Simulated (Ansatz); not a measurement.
`CB(O)SCO` + H–F → `CB(O)F` + `OCS`  (ligand exchange at a B–S bond)

Calculated with Ansatz (gas phase, PBE0-D4/def2-TZVP geometries, no zero-point term in ΔE). CBS: MP2 limit from def2 TZ/QZ plus the TZ coupled-cluster correction, frozen cores. This one scheme is used for every species. Functionals use def2-TZVPP. B3LYP here is the variant with VWN-RPA as its local correlation; programs differ in this. One conformer a species, not always the lowest.

| level | ΔE (kJ/mol) | difference from CCSD(T)/CBS |
| --- | --- | --- |
| PBE-D4 | -63.6 | 6.3 |
| ωB97X-V | -79.7 | -9.8 |
| B2PLYP | -84.2 | -14.3 |
| PBE | -72.1 | -2.2 |
| PBE0 | -75.9 | -6.0 |
| B3LYP | -92.1 | -22.2 |
| CCSD(T)/def2-TZVPP | -74.8 | -4.9 |
| HF/def2-QZVPP | -112.9 | -43.0 |
| MP2/def2-QZVPP | -64.5 | 5.4 |
| CCSD/CBS(def2) | -77.1 | -7.2 |
| CCSD(T)/CBS | -69.9 | 0 |

Largest T1 diagnostic among the species: 0.012.

From PBE to PBE0 (25 % exact exchange), in def2-TZVPP and without D4, ΔE moves by −3.8 kJ/mol. In def2-TZVPP, CCSD(T) changes the Hartree–Fock value by +37.3 kJ/mol (the triples alone add +7.2 kJ/mol) and MP2 by +45.0 kJ/mol.
